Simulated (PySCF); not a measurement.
C4H9F3Ge, SMILES C[C](C)(C)[Ge]([F])([F])[F], GFN2-xTB optimised geometry.

```
17

C      0.19     0.83    -1.19
C     -0.35     0.06     0.00
C      0.01     0.73     1.31
C     -1.83    -0.21    -0.12
Ge     0.61    -1.81     0.00
F      0.28    -2.88     1.36
F      2.37    -1.81     0.00
F      0.28    -2.88    -1.36
H     -0.28     1.81    -1.23
H      1.27     0.96    -1.11
H     -0.03     0.31    -2.12
H      1.08     0.87     1.40
H     -0.34     0.14     2.16
H     -0.47     1.71     1.36
H     -2.37     0.74    -0.13
H     -2.06    -0.74    -1.04
H     -2.19    -0.80     0.72
```

Density from PBE0/def2-SVP run with PySCF at that geometry.

Minimum of the electron density along straight lines between bonded atoms, close to the bond critical point (lines longer than 1.1 times the sum of covalent radii, or with two minima, are not listed):

```csv
bond,length / Å,ρ at the minimum / e bohr⁻³,∇²ρ there / e bohr⁻⁵,position (fraction from the first atom)
C1–C2,1.516,0.249,-0.57,0.49
C2–C3,1.516,0.249,-0.57,0.51
C2–C4,1.516,0.249,-0.57,0.51
C2–Ge5,2.102,[?],[?],0.51
Ge5–F6,1.759,0.128,0.73,0.48
Ge5–F7,1.759,0.128,0.73,0.48
Ge5–F8,1.759,0.128,0.73,0.48
C1–H9,1.089,0.275,-1.00,0.63
C1–H10,1.089,0.277,-1.02,0.63
C1–H11,1.089,0.277,-1.02,0.63
C3–H12,1.089,0.277,-1.02,0.63
C3–H13,1.089,0.277,-1.02,0.63
C3–H14,1.089,0.275,-1.00,0.63
C4–H15,1.089,0.275,-1.00,0.63
C4–H16,1.089,0.277,-1.02,0.63
C4–H17,1.089,0.277,-1.02,0.63
```

Question: Some entries are withheld; supply them.

Answer: 
- C2–Ge5, ρ at the minimum / e bohr⁻³: 0.108
- C2–Ge5, ∇²ρ there / e bohr⁻⁵: -0.07
